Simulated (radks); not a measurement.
Results of a calculation; reference values are marked as such.
Ta IV, 70 electrons, occupied as [Xe] 4f14 5d2.

Level of theory: Dirac Kohn-Sham, PBE, spin-unpolarised, spherical densities, finite nucleus; open shells fill j = l - 1/2 first; Fermi nuclear charge, rms radius 5.3507 fm (a radial shooting solver on a logarithmic mesh with Libxc functionals).

Energy parts (eV):
| part | energy |
|---|---|
| total | -425093.78 |
| kinetic | 476995.95 |
| electron-nucleus | -1058112.02 |
| Hartree | 164636.61 |
| exchange-correlation | -8614.32 |

Orbitals (lengths in bohr, moments of r in powers of bohr; r(90%) holds 90 % of the orbital's charge):
| orbital | occ. | eigenvalue (eV) | r(90%) |
|---|---|---|---|
| 1s1/2 | 2 | -67282.17 | 0.0340 |
| 2s1/2 | 2 | -11575.82 | 0.122 |
| 2p1/2 | 2 | -11066.26 | 0.108 |
| 2p3/2 | 4 | -9796.117 | 0.118 |
| 3s1/2 | 2 | -2673.158 | 0.300 |
| 3p1/2 | 2 | -2446.209 | 0.292 |
| 3p3/2 | 4 | -2172.768 | 0.312 |
| 3d3/2 | 4 | -1788.849 | 0.285 |
| 3d5/2 | 6 | -1729.286 | 0.291 |
| 4s1/2 | 2 | -567.1641 | 0.659 |
| 4p1/2 | 2 | -473.5156 | 0.676 |
| 4p3/2 | 4 | -410.5663 | 0.724 |
| 4d3/2 | 4 | -256.5280 | 0.775 |
| 4d5/2 | 6 | -244.9634 | 0.792 |
| 4f5/2 | 6 | -53.6040 | 1.06 |
| 4f7/2 | 8 | -51.6187 | 1.08 |
| 5s1/2 | 2 | -100.5614 | 1.58 |
| 5p1/2 | 2 | -73.2963 | 1.76 |
| 5p3/2 | 4 | -64.3858 | 1.91 |
| 5d3/2 | 2 | -29.4489 | 2.77 |
| 5d5/2 | 0 | -28.6332 | 2.84 |

The highest occupied level is 5d3/2 at -29.449 eV. Summed over all electrons, <r^2> = 34.82 bohr^2, which gives a Langevin (diamagnetic) susceptibility term of -27.6 x 10^-6 cm^3/mol. The density falls to 0.001 e/bohr^3 at r = 3.38 bohr.
